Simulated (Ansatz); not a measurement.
C3H7NOSi can be A, `N=CC(O)=C[SiH3]`, or B, `C=C1O[Si]1(C)N`.

Isolated molecules relaxed with PBE0-D4/def2-TZVP in Ansatz; ΔE leaves out vibrations. CBS: MP2 limit from def2 TZ/QZ plus the TZ coupled-cluster correction, frozen cores. DFT in def2-TZVPP. B3LYP here is the variant with VWN-RPA as its local correlation; programs differ in this. Each species was taken in one conformer, which may not be the lowest.

A:

```xyz
13

N     0.3926    2.8769    0.6441
C     0.0314    1.9332   -0.1197
C     0.1226    0.4837    0.1182
O     0.7866    0.0552    1.2145
C    -0.4667   -0.3969   -0.7000
Si   -0.3996   -2.2384   -0.4505
H     0.7585    2.5450    1.5398
H    -0.4088    2.1991   -1.0823
H     1.3542    0.7564    1.5520
H    -1.0128    0.0253   -1.5371
H    -1.1065   -2.6398    0.7942
H    -1.0602   -2.8951   -1.6083
H     1.0088   -2.7046   -0.3648
```

B:

```xyz
13

C     1.0074   -0.6676   -2.4087
C     0.6914   -0.3276   -1.1732
O     1.5200   -0.3439   -0.0212
Si   -0.0148    0.2284    0.3584
C    -1.0374   -0.8154    1.4863
N    -0.2273    1.8634    0.7125
H     2.0026   -1.0201   -2.6593
H     0.2665   -0.5975   -3.1935
H    -2.1013   -0.5961    1.3745
H    -0.8728   -1.8693    1.2589
H    -0.7610   -0.6422    2.5299
H     0.2168    2.6003    0.1922
H    -0.6902    2.1876    1.5433
```

(1) Which isomer does CCSD(T)/CBS put lower? Give the gap. (Estimate.)

(2) Give E(B) − E(A) in kcal/mol with CCSD/def2-TZVPP, B2PLYP, CCSD(T)/def2-TZVPP, B3LYP, r2SCAN-D4, B3LYP-D4, MP2/def2-TZVPP. (An estimate is asked.)

Largest T1 diagnostic: 0.013.

Results:

(1) The calculation gave: B, by 42.9 kcal/mol.

(2) Ansatz gave: CCSD/def2-TZVPP -41.2, B2PLYP -41.9, CCSD(T)/def2-TZVPP -40.5, B3LYP -40.2, r2SCAN-D4 -43.8, B3LYP-D4 -40.3, MP2/def2-TZVPP -44.8. None reverses the order clearly.

From PBE to PBE0 (25 % exact exchange), in def2-TZVPP and without D4, E(B) − E(A) moves by −2.0 kcal/mol. In def2-TZVPP, CCSD(T) changes the Hartree–Fock value by −3.1 kcal/mol (the triples alone add +0.6 kcal/mol) and MP2 by −7.4 kcal/mol.
